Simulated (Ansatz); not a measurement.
Basis sets compared for the cluster Cd₄S₅. Total charge 0; singlet. Geometry PBE-D4/def2-SVP. Ansatz on 4 threads of Intel Xeon on a shared host; times are rough, and most runs start from earlier orbitals.

Cartesian coordinates in Å:
```
Cd -2.236 -0.231 1.273
Cd -1.524 -1.906 -0.825
Cd 1.180 0.377 0.559
Cd 2.588 2.977 0.471
S 1.169 0.457 -1.982
S 0.381 -1.522 1.952
S -1.151 1.958 -0.052
S 0.493 -2.931 0.407
S -0.900 0.822 -1.802
```

In the def2 sets Cd takes a core potential; there is no spin–orbit coupling. The restricted singlet is unstable towards broken spin symmetry in Hartree–Fock (as tested in another run); at PBE-D4/def2-TZVP, PBE0-D4/def2-SVP, PBE0-D4/def2-TZVP this wasn't settled. Another isomer (singlet) lies 2.65 eV lower at PBE0-D4/def2-TZVP; other spin states weren't run for this one.

Binding counts from free atoms (Cd singlet, S triplet) in the same basis, without a counterpoise term.

```json
{"level": "PBE-D4/def2-SVP", "functions": "214", "energy (Eh)": "-2660.6100", "HOMO (eV)": "-4.95", "LUMO (eV)": "-3.63", "binding per atom (eV)": "1.88", "wall time": "7 s"}
{"level": "PBE0-D4/def2-SVP", "functions": "214", "energy (Eh)": "-2660.7066", "HOMO (eV)": "-5.85", "LUMO (eV)": "-3.07", "binding per atom (eV)": "1.76", "wall time": "17 s"}
```

Question: Estimate the rows for PBE-D4/def2-TZVP (with forces), PBE0-D4/def2-TZVP.

Answer: 
| level | functions | energy (Eh) | HOMO (eV) | LUMO (eV) | binding per atom (eV) | wall time |
| --- | --- | --- | --- | --- | --- | --- |
| PBE-D4/def2-TZVP (with forces) | 345 | -2661.4751 | -4.97 | -3.64 | 1.90 | 15 s |
| PBE0-D4/def2-TZVP | 345 | -2661.5598 | -5.83 | -3.05 | 1.79 | 45 s |
